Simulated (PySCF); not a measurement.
H₄Cl₂GeN₂, singlet, at a GFN2-xTB geometry; DF-PBE/def2-SVPD (PySCF).

Here is a job for PySCF.
```python
from pyscf import gto, scf, dft

mol = gto.M(
    atom='''
N    -1.42667235   -1.31496612   -0.39683498
Ge    0.00289420   -0.25526910   -0.04718623
N     1.45675488   -1.33832279   -0.09362271
Cl   -0.37609301    0.64261136    1.83901080
Cl    0.35445836    1.26557172   -1.48628515
H    -1.39961690   -1.79917769   -1.28269303
H    -2.34044314   -0.90161968   -0.27561347
H     1.44391188   -2.10765412    0.56051924
H     2.36074519   -0.88902729   -0.05538576
''',
    basis='def2-svpd',
    verbose=4,
    max_memory=1800,
)

mf = dft.RKS(mol)
mf.xc = 'pbe'
mf = mf.density_fit(auxbasis='def2-universal-jkfit')
mf.kernel()
```

Output, abridged:

```
PySCF version 2.14.0

[INPUT] verbose = 4
[INPUT] num. atoms = 9
[INPUT] num. electrons = 84
[INPUT] charge = 0
[INPUT] spin (= nelec alpha-beta = 2S) = 0
[INPUT] symmetry False subgroup None
[INPUT] Mole.unit = angstrom
[INPUT] Symbol           X                Y                Z      unit          X                Y                Z       unit  Magmom
[INPUT]  1 N     -1.426672350000  -1.314966120000  -0.396834980000 AA   -2.696020010990  -2.484925829882  -0.749909428847 Bohr   0.0
[INPUT]  2 Ge     0.002894200000  -0.255269100000  -0.047186230000 AA    0.005469245350  -0.482388687064  -0.089169051551 Bohr   0.0
[INPUT]  3 N      1.456754880000  -1.338322790000  -0.093622710000 AA    2.752867753824  -2.529063539364  -0.176921280940 Bohr   0.0
[INPUT]  4 Cl    -0.376093010000   0.642611360000   1.839010800000 AA   -0.710712786263   1.214359474934   3.475226752117 Bohr   0.0
[INPUT]  5 Cl     0.354458360000   1.265571720000  -1.486285150000 AA    0.669829222962   2.391583941795  -2.808671876508 Bohr   0.0
[INPUT]  6 H     -1.399616900000  -1.799177690000  -1.282693030000 AA   -2.644892620313  -3.399953083528  -2.423938528589 Bohr   0.0
[INPUT]  7 H     -2.340443140000  -0.901619680000  -0.275613470000 AA   -4.422796544717  -1.703814263718  -0.520833974541 Bohr   0.0
[INPUT]  8 H      1.443911880000  -2.107654120000   0.560519240000 AA    2.728598001206  -3.982889052111   1.059227851149 Bohr   0.0
[INPUT]  9 H      2.360745190000  -0.889027290000  -0.055385760000 AA    4.461161858984  -1.680018095364  -0.104663917601 Bohr   0.0

nuclear repulsion = 600.809363480881
number of shells = 68
number of NR pGTOs = 270
number of NR cGTOs = 164
basis = def2-svpd
ecp = {}

******** <class 'pyscf.df.df_jk.DFRKS'> ********
method = DFRKS
initial guess = minao
damping factor = 0
level_shift factor = 0
DIIS = <class 'pyscf.scf.diis.CDIIS'>
diis_start_cycle = 1
diis_space = 8
diis_damp = 0
SCF conv_tol = 1e-09
SCF conv_tol_grad = None
SCF max_cycles = 50
direct_scf = False
XC library pyscf.dft.libxc version 7.1.2
    S. Lehtola, C. Steigemann, M. J. T. Oliveira, and M. A. L. Marques,  SoftwareX 7, 1–5 (2018)
XC functionals = pbe
    J. P. Perdew, K. Burke, and M. Ernzerhof,  Phys. Rev. Lett. 77, 3865 (1996)
    J. P. Perdew, K. Burke, and M. Ernzerhof,  Phys. Rev. Lett. 78, 1396 (1997)
    J. P. Perdew, K. Burke, and M. Ernzerhof,  Phys. Rev. Lett. 77, 3865 (1996)
    J. P. Perdew, K. Burke, and M. Ernzerhof,  Phys. Rev. Lett. 78, 1396 (1997)
radial grids:
    Treutler-Ahlrichs [JCP 102, 346 (1995); DOI:10.1063/1.469408] (M4) radial grids

becke partition: Becke, JCP 88, 2547 (1988); DOI:10.1063/1.454033
pruning grids: <function nwchem_prune>
grids dens level: 3
symmetrized grids: False
atomic radii adjust function: <function treutler_atomic_radii_adjust>
small_rho_cutoff = 0
Set gradient conv threshold to 3.16228e-05
Initial guess from minao.
tot grids = 125440
init E= -3107.73880363732
  HOMO = -0.313282529120271  LUMO = -0.0785625764712168  gap/eV = 6.38706
cycle= 1 E= -3107.87138610999  delta_E= -0.133  |g|= 0.89  |ddm|= 3.97
  HOMO = -0.15839304608394  LUMO = -0.0529967195984518  gap/eV = 2.86798
cycle= 2 E= -3107.46630930441  delta_E= 0.405  |g|= 1.65  |ddm|= 3.53
  HOMO = -0.25273621773286  LUMO = -0.0516832836162409  gap/eV = 5.47093
cycle= 3 E= -3107.99781905815  delta_E= -0.532  |g|= 0.227  |ddm|= 2.54
  HOMO = -0.242523804693203  LUMO = -0.0578771697302134  gap/eV = 5.02449
cycle= 4 E= -3108.01106041724  delta_E= -0.0132  |g|= 0.0551  |ddm|= 0.394
  HOMO = -0.247076593952952  LUMO = -0.062027928374278  gap/eV = 5.03543
cycle= 5 E= -3108.01150277185  delta_E= -0.000442  |g|= 0.0293  |ddm|= 0.0911
  HOMO = -0.244487587949526  LUMO = -0.0592609609885901  gap/eV = 5.04027
cycle= 6 E= -3108.01175100311  delta_E= -0.000248  |g|= 0.00345  |ddm|= 0.0428
  HOMO = -0.244907979796198  LUMO = -0.059377841261655  gap/eV = 5.04853
cycle= 7 E= -3108.01175435349  delta_E= -3.35e-06  |g|= 0.000676  |ddm|= 0.00537
  HOMO = -0.244954538404461  LUMO = -0.059374877092814  gap/eV = 5.04988
cycle= 8 E= -3108.01175448539  delta_E= -1.32e-07  |g|= 0.000105  |ddm|= 0.00107
  HOMO = -0.244950311396256  LUMO = -0.059375950158342  gap/eV = 5.04974
cycle= 9 E= -3108.01175448881  delta_E= -3.42e-09  |g|= 2.93e-05  |ddm|= 0.00017
  HOMO = -0.244950037873152  LUMO = -0.0593754846501087  gap/eV = 5.04974
cycle= 10 E= -3108.01175448906  delta_E= -2.44e-10  |g|= 2.05e-06  |ddm|= 3.82e-05
  HOMO = -0.244949953632235  LUMO = -0.0593755165546281  gap/eV = 5.04974
Extra cycle  E= -3108.01175448905  delta_E= 6.82e-12  |g|= 1.86e-06  |ddm|= 6.91e-06
converged SCF energy = -3108.01175448905
```
